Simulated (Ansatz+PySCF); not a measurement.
The numbers below are computed, except where a source is named.
A run of PySCF 2.14.0 on singlet BeSi at this shape:

```yaml
atoms:
  - { symbol: Be, position_ang: [0.0000, 0.0000, 0.0000] }
  - { symbol: Si, position_ang: [0.6526, 0.8701, 1.8838] }
```

Its results:

```yaml
Converged: yes
Reference_energy: -299.80359 hartree
CCSD_correlation_energy: -0.11273 hartree
Triples_correction: -0.00435 hartree
Total_energy: -299.92067 hartree
Spin_squared_of_the_determinant: 0.000
```

**Question.** Which input gives this output? Name the method, the orbitals and the basis set, and write the input.

**Answer.** RHF-CCSD(T) in STO-3G. An unrestricted run that stays on the closed shell gives the same numbers.

```python
from pyscf import gto, scf, cc

mol = gto.M(atom="""
Be 0.000000 0.000000 0.000000
Si 0.652580 0.870100 1.883820
""", basis='sto-3g', charge=0, spin=0)
mf = scf.RHF(mol)
mf.kernel()
mycc = cc.CCSD(mf, frozen=5).run()
et = mycc.ccsd_t()
print(mf.e_tot, mycc.e_corr, et, mycc.e_tot + et)
```

Caution: large amplitudes, a single reference is doubtful; another spin multiplicity may lie lower; an unrestricted determinant lies well below.
